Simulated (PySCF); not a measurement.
Job for PySCF: R-HF/3-21G on CuBr, 2S+1 = 1, a point of a bond scan (R = 2.417 Å).

```python
from pyscf import gto, scf, dft, mp
from pyscf.data.elements import chemcore

mol = gto.M(
    atom='''
    Cu    0.00000000    0.00000000    0.00000000
    Br    0.00000000    0.00000000    2.41662100
    ''',
    basis='3-21g',
    charge=0, spin=0, verbose=3, max_memory=1800)
mf = scf.RHF(mol)
mf.conv_tol = 1e-8
mf.max_cycle = 100
mf.kernel()
if not mf.converged:
    mf = mf.newton().run(mf.mo_coeff, mf.mo_occ)
```

Question: What total energy does the run end on?

Answer: -4190.7490 hartree.
